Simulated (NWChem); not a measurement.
System: C3H6O3; SMILES C1OCOCO1

NWChem input:

```
start job
memory heap 200 mb stack 900 mb global 1100 mb
geometry units angstroms noautoz
  C      0.894740    -0.969878     0.169064
  O     -0.395987    -1.270947    -0.262977
  C     -1.287309    -0.289929     0.169064
  O     -0.902679     0.978409    -0.262977
  C      0.392569     1.259807     0.169064
  O      1.298666     0.292538    -0.262977
  H      1.579490    -1.711094    -0.262407
  H      0.937626    -1.016003     1.282838
  H     -1.348698    -0.304007     1.282838
  H     -2.271596    -0.512331    -0.262407
  H      0.411071     1.320010     1.282838
  H      0.692106     2.223425    -0.262407
end
basis spherical
  * library 6-311++g**
end
dft
  xc b3lyp
  iterations 150
  semidirect filesize 400000000
  mulliken
end
task dft energy
```

Structure relaxed at the PBE0/def2-SVP level. B3LYP is NWChem's, with the RPA form of VWN correlation.

Task: What results follow from this input? (B3LYP/6-311++G** (spherical d).) Quantities: basis functions; energy (Ha); highest occupied level (eV); orbital gap (eV); dipole (D).

Result: 
| Quantity | Value |
|---|---|
| number of basis functions | 174 |
| energy (Ha) | -343.67 |
| highest occupied level (eV) | -7.97 |
| orbital gap (eV) | 7.74 |
| dipole (D) | 2.05 |
